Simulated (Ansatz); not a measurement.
Geometry optimisation, RKS PBE/def2-SVP in Ansatz 0.2.0.

Input:

```yaml
crystal:
  periodic: [false, false, false]
  atoms:
    - { symbol: Hf, position_ang: [-0.067178, -0.059922, 0.028148] }
    - { symbol: O, position_ang: [-0.121156, -0.065316, 2.067868] }
    - { symbol: H, position_ang: [-0.759167, 0.171197, 2.761213] }
    - { symbol: "N", position_ang: [1.811471, -0.023798, -0.813766] }
    - { symbol: H, position_ang: [2.634889, -0.535279, -0.465273] }
    - { symbol: H, position_ang: [2.114017, 0.618283, -1.558788] }
    - { symbol: "N", position_ang: [-0.95908, 1.664995, -0.610137] }
    - { symbol: H, position_ang: [-1.686159, 1.739111, -1.330755] }
    - { symbol: H, position_ang: [-0.796552, 2.601037, -0.216336] }
    - { symbol: "N", position_ang: [-1.167646, -1.534479, -0.896485] }
    - { symbol: H, position_ang: [-2.052337, -1.925016, -0.545028] }
    - { symbol: H, position_ang: [-0.884841, -2.087191, -1.714608] }
    - { symbol: P, position_ang: [1.430852, -3.199163, 1.49922] }
    - { symbol: H, position_ang: [0.353335, -3.174071, 0.540174] }
    - { symbol: H, position_ang: [2.342765, -2.562631, 0.582623] }
    - { symbol: H, position_ang: [1.013088, -1.965257, 2.090031] }
basis:
  gaussian: { orbitals: def2-SVP }
hamiltonian:
  xc: pbe
relax:
  f_tol: 0.03
  max_steps: 50
```

Command:

```bash
$ ansatz run input.yaml --threads 4 --pin off --max-ram 5120MiB --backend cpu --events-out ev --progress --plain --runs-dir out
```

**Question.** Where does it end, and by what steps?

**Answer.** The forces met the threshold. The force dipped under the threshold on the way, but the program's further checks kept it going. After 19 steps the energy has fallen by 0.140 eV; H16 moved furthest, 0.83 Å.

```
step  energy less start (eV)  largest force component (eV/Å)  accepted
   0                  0.0000                           0.928       yes
   1                 -0.0835                           0.141       yes
   2                 -0.1050                           0.177       yes
   3                 -0.1124                           0.214       yes
   4                 -0.0867                           1.057        no
   5                 -0.1259                           0.074       yes
   6                 -0.1313                           0.088       yes
   7                 -0.1338                           0.171       yes
   8                 -0.1357                           0.027       yes
   9                 -0.1364                           0.140       yes
  10                 -0.1370                           0.066       yes
  11                 -0.1376                           0.058       yes
  12                 -0.1381                           0.055       yes
  13                 -0.1386                           0.071       yes
  14                 -0.1389                           0.073       yes
  15                 -0.1394                           0.063       yes
  16                 -0.1397                           0.071       yes
  17                 -0.1399                           0.059       yes
  18                 -0.1401                           0.033       yes
  19                 -0.1402                           0.026       yes
```

```xyz
16
Properties=species:S:1:pos:R:3
Hf -0.195 0.174 -0.017
O -0.272 0.160 1.936
H -0.410 0.378 2.866
N 1.745 0.192 -0.706
H 2.549 -0.247 -0.242
H 2.097 0.729 -1.506
N -1.102 1.813 -0.862
H -1.846 1.800 -1.569
H -0.971 2.787 -0.563
N -1.158 -1.463 -0.823
H -1.972 -1.937 -0.413
H -0.838 -2.029 -1.617
P 1.418 -3.756 1.375
H 0.402 -3.172 0.531
H 2.475 -3.065 0.680
H 1.285 -2.702 2.348
```

Whether the end is a true minimum wasn't checked by a vibrational analysis.

Time of the run: 45 s on 4 threads of Arm Neoverse V2, on a shared host, peak memory 0.24 GiB.
